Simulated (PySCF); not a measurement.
PySCF 2.14 output of an unrestricted r2SCAN calculation on a single atom or ion in aug-cc-pwCVTZ-PP with ECP60MDF, with scalar relativity through the core potential:

```
SCF conv_tol = 1e-09
number electrons alpha = 10  beta = 6
    J. W. Furness, A. D. Kaplan, J. Ning, J. P. Perdew, and J. Sun.,  J. Phys. Chem. Lett. 11, 8208-8215 (2020)
    J. W. Furness, A. D. Kaplan, J. Ning, J. P. Perdew, and J. Sun.,  J. Phys. Chem. Lett. 11, 9248-9248 (2020)
    J. W. Furness, A. D. Kaplan, J. Ning, J. P. Perdew, and J. Sun.,  J. Phys. Chem. Lett. 11, 8208-8215 (2020)
    J. W. Furness, A. D. Kaplan, J. Ning, J. P. Perdew, and J. Sun.,  J. Phys. Chem. Lett. 11, 9248-9248 (2020)
cycle= 1 E= -117.989786796267  delta_E= -0.0106  |g|= 0.0361  |ddm|= 0.281
cycle= 2 E= -117.990368757601  delta_E= -0.000582  |g|= 0.00872  |ddm|= 0.0708
cycle= 3 E= -117.990500852684  delta_E= -0.000132  |g|= 0.00792  |ddm|= 0.0421
cycle= 4 E= -117.990555887922  delta_E= -5.5e-05  |g|= 0.0031  |ddm|= 0.0248
cycle= 5 E= -117.990570428801  delta_E= -1.45e-05  |g|= 0.00119  |ddm|= 0.0169
cycle= 6 E= -117.990571793508  delta_E= -1.36e-06  |g|= 0.000376  |ddm|= 0.00408
cycle= 7 E= -117.990572006973  delta_E= -2.13e-07  |g|= 9.58e-05  |ddm|= 0.0024
cycle= 8 E= -117.990572010753  delta_E= -3.78e-09  |g|= 5.4e-06  |ddm|= 0.00012
cycle= 9 E= -117.990572010763  delta_E= -1.08e-11  |g|= 4.13e-07  |ddm|= 1.33e-05
converged SCF energy = -117.990572010763  <S^2> = 6.0021496  2S+1 = 5.0008598
```

The run itself started from symmetry-adapted Hartree-Fock orbitals and held the occupation by maximum overlap, on a logarithmic radial grid, so the iterations belong to that start.

Question: Which element, charge and spin multiplicity is this?

Answer: Pt²⁺ (platinum, charge +2), multiplicity 5; the state was [Xe] 4f14 5d7 6p1, one real determinant (an excited configuration).

⟨L²⟩ = 13.70 against 20 for a pure G term, so this real determinant mixes terms. Energies and moments cover only the electrons outside the core potential. Spin-orbit coupling, absent here, splits the open shell strongly.
